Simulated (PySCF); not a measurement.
Harmonic spectrum computed at PBE in the def2-TZVP basis family (core potentials from Rb on, PySCF, no spin–orbit coupling):

| ω (cm⁻¹) | IR (km/mol, summed over degenerate members) | degeneracy |
| --- | --- | --- |
| 111 | 0.0 | 2 |
| 132 | 1.0 | 3 |
| 374 | 0.0 | 1 |
| 489 | 349 | 3 |

**Question.** Which molecule gave it? In each, all ligands are bound to the one heavy central atom.
A. SiCl₄ (singlet)
B. TiCl₄ (singlet)
C. CCl₄ (singlet)
D. ZrCl₄ (singlet)

**Answer.** B. It has Td symmetry with Ti–Cl 2.183 Å (×4).
